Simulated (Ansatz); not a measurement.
`[F][GeH]([Cl])[I]` + H₂S → `[F][GeH]([SH])[Cl]` + HI at 500 K and 1 bar (ligand exchange at a Ge–I bond).

Isolated molecules relaxed with PBE0-D4/def2-TZVP in Ansatz; ΔE leaves out vibrations. CCSD(T)/CBS is the MP2 limit (def2-TZVPP, def2-QZVPP) plus CCSD(T) − MP2 in def2-TZVPP, frozen cores. This one scheme is used for every species. Elements past krypton have def2 core potentials. For Ge, I outer-core shells are correlated without core-valence functions, which leaves a few kJ/mol of doubt a bond. Scalar relativity is left out up to krypton. One conformer a species, not always the lowest.

| species | CCSD(T)/CBS energy (Eh) | H − E (kJ/mol) | S (J/(mol·K)) |
| --- | --- | --- | --- |
| `[F][GeH]([Cl])[I]` | -2933.83800 | 68.1 | 392.1 |
| H₂S | -398.97279 | 57.0 | 224.0 |
| `[F][GeH]([SH])[Cl]` | -3034.76350 | 94.7 | 392.5 |
| HI | -298.03592 | 28.6 | 221.6 |

H − E and S are ideal-gas, rigid-rotor, harmonic terms from PBE0-D4/def2-TZVP, for one conformer and one mirror image of each species. 1 Eh = 2625.50 kJ/mol, R = 8.31446 J/(mol·K).

Task: By hand: ΔE, ΔH, ΔS and ΔG.

Result: ΔE = (-3034.76350) + (-298.03592) − (-2933.83800) − (-398.97279) = 0.01137 Eh = 29.9 kJ/mol. Δ(H − E) = 94.7 + 28.6 − 68.1 − 57.0 = -1.8, so ΔH = 28.1 kJ/mol. ΔS = 392.5 + 221.6 − 392.1 − 224.0 = -2.0 J/(mol·K). ΔG = 28.1 − 500 × (-2.0)/1000 = 29.1 kJ/mol.

Task: By hand: the equilibrium constant, and the temperature at which ΔG would vanish if ΔH and ΔS stayed fixed.

Result: log₁₀ K = −ΔG/(RT ln 10) = -3.0. ΔH and −TΔS have one sign here, so there is no such temperature. One of them is within its doubt of zero, so this could turn.

The number of gas molecules stays the same, so ΔS is small and ΔH decides. A doubt of 5 kJ/mol in ΔE shifts log₁₀ K by 0.5 here. Other conformers and mirror images would add mixing entropy, several J/(mol·K) or more a flexible species. These are equilibria of isolated gas molecules and say nothing of rates. Largest T1 diagnostic: 0.011 (customary marks: 0.02 for closed shells, 0.045 for open ones).
